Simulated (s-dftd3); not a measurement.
benzoquinone (C$_{6}$H$_{4}$O$_{2}$), singlet, at a GFN2-xTB geometry; s-dftd3 with D3(zero) for pbe.

The s-dftd3 input:
```
$ s-dftd3 mol.xyz --zero pbe --json dftd3.json --noedisp --grad

# file mol.xyz
12

O      2.61718484     0.51914830    -0.01082416
C      1.42622774     0.28290845    -0.00589860
C      0.41173671     1.35470827     0.04155026
C     -0.89730690     1.09504462     0.04696421
C     -1.42622774    -0.28290845     0.00589860
O     -2.61718484    -0.51914830     0.01082416
C     -0.41173671    -1.35470827    -0.04155026
C      0.89730690    -1.09504462    -0.04696421
H      0.79604929     2.36494929     0.07169503
H     -1.63787548     1.88215271     0.08176126
H     -0.79604929    -2.36494929    -0.07169503
H      1.63787548    -1.88215271    -0.08176126
```

Q: What does s-dftd3 print? Leave out banner, timings and long lists.

A: 
```
-----------------------------------
 s i m p l e   D F T - D 3  v1.4.0
-----------------------------------

Zero (Chai-Head-Gordon) damping: pbe-D3(0)
--------------------
  s6         1.0000
  s8         0.7220
  s9         0.0000
 rs6         1.2170
 rs8         1.0000
 alp        14.0000
--------------------

Dispersion energy:      -4.0799847000681E-03 Eh

Gradient norm:           3.4633057413195E-04 Eh/a0
--------------------------------------------------
     #    Z           dE/dx      dE/dy      dE/dz
--------------------------------------------------
     1    8 O     1.863E-05  3.695E-06 -7.704E-08
     2    6 C    -9.848E-05 -1.953E-05  4.073E-07
     3    6 C     7.533E-05 -1.235E-04 -5.016E-06
     4    6 C    -2.252E-05 -1.429E-04 -4.611E-06
     5    6 C     9.848E-05  1.953E-05 -4.073E-07
     6    8 O    -1.863E-05 -3.695E-06  7.704E-08
     7    6 C    -7.533E-05  1.235E-04  5.016E-06
     8    6 C     2.252E-05  1.429E-04  4.611E-06
     9    1 H    -3.089E-05  5.341E-05  2.151E-06
    10    1 H     8.177E-06  6.116E-05  1.989E-06
    11    1 H     3.089E-05 -5.341E-05 -2.151E-06
    12    1 H    -8.177E-06 -6.116E-05 -1.989E-06
--------------------------------------------------

Virial:
--------------------------------------------------
      component           x          y          z
--------------------------------------------------
          x      -2.966E-04  5.836E-06  3.423E-06
          y       5.836E-06 -3.251E-04 -1.111E-05
          z       3.423E-06 -1.111E-05 -4.146E-07
--------------------------------------------------

[Info] JSON dump of results written to 'dftd3.json'
```
